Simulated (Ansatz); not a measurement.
Consider the ligand exchange at a B–Te bond: `NCB[TeH]` + HCl → `NCBCl` + H₂Te.

Gas-phase electronic energies from Ansatz, PBE0-D4/def2-TZVP geometries. CCSD(T)/CBS is the MP2 limit (def2-TZVPP, def2-QZVPP) plus CCSD(T) − MP2 in def2-TZVPP, frozen cores. This one scheme is used for every species. def2 core potentials past Kr. For Te outer-core shells are correlated without core-valence functions, which leaves a few kJ/mol of doubt a bond. One conformer a species, not always the lowest.

`NCB[TeH]`:

Cartesian coordinates in Å:
```
N 1.307 -1.114 -0.157
C 0.030 -0.421 -0.268
B -0.039 0.902 0.557
Te -1.838 1.922 1.017
H 1.384 -1.856 -0.840
H 2.076 -0.476 -0.314
H -0.774 -1.098 0.042
H -0.239 -0.127 -1.303
H 0.943 1.467 0.943
H -2.850 0.802 0.324
```

HCl:

Z-matrix (Å, degrees):
```
Cl
H 1 1.279
```

`NCBCl`:

Cartesian coordinates in Å:
```
N -1.301 -0.055 0.350
C -0.022 0.543 0.047
B 1.209 -0.393 -0.030
Cl 1.037 -2.133 -0.069
H -1.411 -0.949 -0.110
H -2.072 0.539 0.079
H 0.027 1.078 -0.927
H 0.217 1.328 0.780
H 2.316 0.043 -0.120
```

H₂Te:

```xyz
3

Te   -0.773   -0.032   -0.076
H     0.452   -1.144   -0.139
H     0.321    1.176    0.216
```

```json
{"species": "`NCB[TeH]`", "CCSD/CBS(def2) energy (Eh)": "-388.85011"}
{"species": "HCl", "CCSD/CBS(def2) energy (Eh)": "-460.37334"}
{"species": "`NCBCl`", "CCSD/CBS(def2) energy (Eh)": "-580.33381"}
{"species": "H₂Te", "CCSD/CBS(def2) energy (Eh)": "-268.90026"}
```

Task: Work out ΔE.

Result: ΔE = (-580.33381) + (-268.90026) − (-388.85011) − (-460.37334) = -0.01062 Eh = -27.9 kJ/mol. CCSD(T)/CBS gives -25.2 kJ/mol.

Largest T1 diagnostic among the species: 0.013.

In def2-TZVPP, CCSD(T) changes the Hartree–Fock value by +17.0 kJ/mol (the triples alone add +2.7 kJ/mol) and MP2 by +19.5 kJ/mol. The D4 term adds +3.4 kJ/mol with B3LYP and +2.0 kJ/mol with PBE0; it sums over pairs of atoms, weighted by their polarisabilities, and B3LYP, whose exchange is more repulsive, gets the larger term.

B3LYP here is the variant with VWN-RPA as its local correlation; programs differ in this.
